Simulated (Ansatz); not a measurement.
Start from `[CH3][AlH][GeH3]` and change one atom or group to get `[SiH3][AlH][GeH3]`.

Ansatz, PBE0-D4/def2-TZVP geometries, multiplicity 1. 

Scalar relativity is left out up to krypton.

| property | `[CH3][AlH][GeH3]` |
| --- | --- |
| HOMO–LUMO gap (PBE0/def2-TZVPP) / eV | 5.67 |
| LUMO energy (PBE/def2-TZVPP) / eV | -2.43 |
| HOMO–LUMO gap (ωB97M-V/def2-TZVPP) / eV | 9.29 |
| LUMO energy (PBE0/def2-TZVPP) / eV | -1.68 |
| size of the dipole moment (B3LYP/def2-TZVPP) / D | 1.30 |
| size of the dipole moment (ωB97M-V/def2-TZVPP) / D | 1.33 |

Task: What does the change do to each property? (An estimate is asked.)

Result: The calculation gave: 
```csv
property,`[SiH3][AlH][GeH3]`,shift
HOMO–LUMO gap (PBE0/def2-TZVPP) / eV,4.91,-0.76
LUMO energy (PBE/def2-TZVPP) / eV,-3.11,-0.68
HOMO–LUMO gap (ωB97M-V/def2-TZVPP) / eV,8.48,-0.81
LUMO energy (PBE0/def2-TZVPP) / eV,-2.37,-0.69
size of the dipole moment (B3LYP/def2-TZVPP) / D,0.51,-0.79
size of the dipole moment (ωB97M-V/def2-TZVPP) / D,0.54,-0.79
```

With PBE0 the HOMO rises by 0.05 eV and the LUMO falls by 0.69 eV, so the gap narrows by about 0.74 eV. PBE moves the HOMO by -0.01 eV and ωB97M-V by 0.15 eV. Dipoles are sizes alone; their direction can turn.

B3LYP here is the variant with VWN-RPA as its local correlation; programs differ in this.
